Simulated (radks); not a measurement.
The chlorine anion Cl-, [Ar], held by a Watson sphere: a shell of charge +1 at radius R that stands for the Madelung well of a crystal (potential energy -1/R inside, -1/r outside, in hartree with lengths in bohr). Method: non-relativistic Kohn-Sham, LB94 model potential, spin-polarised, spherical densities, point nucleus; computed with a radial shooting solver on a logarithmic mesh with Libxc functionals. Response by self-consistent Sternheimer equations with the Hartree and adiabatic LDA kernel. The sphere does not respond.

R (bohr)  e(2p) (eV)  e(3s) (eV)  e(3p) (eV)  <r> 3p (bohr)  sum of <r^2> (bohr^2)  X-ray form factor at sin(theta)/lambda = 0.3 1/angstrom  alpha (bohr^3)
2.28         -205.44     -24.801     -13.388          1.900                  33.59                                                    9.593           18.71
2.62         -205.01     -24.067     -12.727          1.930                  34.62                                                    9.585           20.69
2.86         -204.68     -23.586     -12.274          1.947                  35.22                                                    9.584           22.07
3.04         -204.42     -23.247     -11.947          1.958                  35.61                                                    9.585           23.07
3.27         -204.09     -22.839     -11.549          1.970                  36.04                                                    9.586           24.30
3.43         -203.86     -22.572     -11.285          1.976                  36.29                                                    9.587           25.10
4.01         -203.08     -21.708     -10.424          1.994                  37.00                                                    9.590           27.64
4.23         -202.80     -21.419     -10.135          1.998                  37.19                                                    9.591           28.44
4.37         -202.64     -21.246      -9.961          2.001                  37.29                                                    9.591           28.90
